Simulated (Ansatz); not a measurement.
# Energy profile

The step: SiH₄O ([OH][SiH3]) + H₂O → SiH₄O₂ ([OH][SiH2][OH]) + H₂; bonds formed: Si1–O7, H2–H6; bonds broken: Si1–H2, H6–O7 (atoms numbered as in the saddle structure below).

| atom | x (Å) | y (Å) | z (Å) |
| --- | --- | --- | --- |
| Si1 | -0.4595 | -0.3230 | 0.1747 |
| H2 | 0.6896 | -1.6106 | -0.0014 |
| H3 | -1.2739 | -1.0137 | -0.8496 |
| H4 | -0.5622 | -0.6522 | 1.6170 |
| O5 | -1.2176 | 1.1659 | 0.0435 |
| H6 | 1.3515 | -0.6890 | -0.3331 |
| O7 | 1.2267 | 0.4012 | -0.2741 |
| H8 | -1.0098 | 1.8145 | 0.7184 |
| H9 | 1.2552 | 0.9070 | -1.0955 |

Electronic energies by CCSD(T) at an estimated basis limit (MP2 extrapolated from triple and quadruple zeta, plus CCSD(T) − MP2 in triple zeta), on PBE0-D4/def2-TZVP structures; SiH₆O₂, singlet; no counterpoise correction. Program: Ansatz 0.2.0. Basis: def2-TZVPP and def2-QZVPP. Cores are frozen in the correlated methods. Extrapolation: Hartree–Fock as exp(−7.88 √X), correlation as X^−2.97.

(1) Give the profile in eV, counted from the separated reactants. (An estimate is asked for; the value comes from the calculation.)

The T1 diagnostic stays at or below 0.012.

Answers

(1) The calculation gives:
| point | eV |
| --- | --- |
| separated: SiH₄O (linked as [OH][SiH3]; Si1, H2, H3, H4, O5, H8; singlet) + H₂O (H6, O7, H9; singlet) | 0.000 |
| start structure | -0.260 |
| saddle | 1.506 |
| end structure | -0.998 |
| separated: SiH₄O₂ (linked as [OH][SiH2][OH]; Si1, H3, H4, O5, O7, H8, H9; singlet) + H₂ (H2, H6; singlet) | -0.962 |

For scale, one of the runs: CCSD(T)/def2-TZVPP, 188 basis functions (an equivalent command: `ansatz run in.yaml --threads 2`). The run took 31 s on 2 CPU threads (shared host), with 2.2 GiB of host memory at its peak.
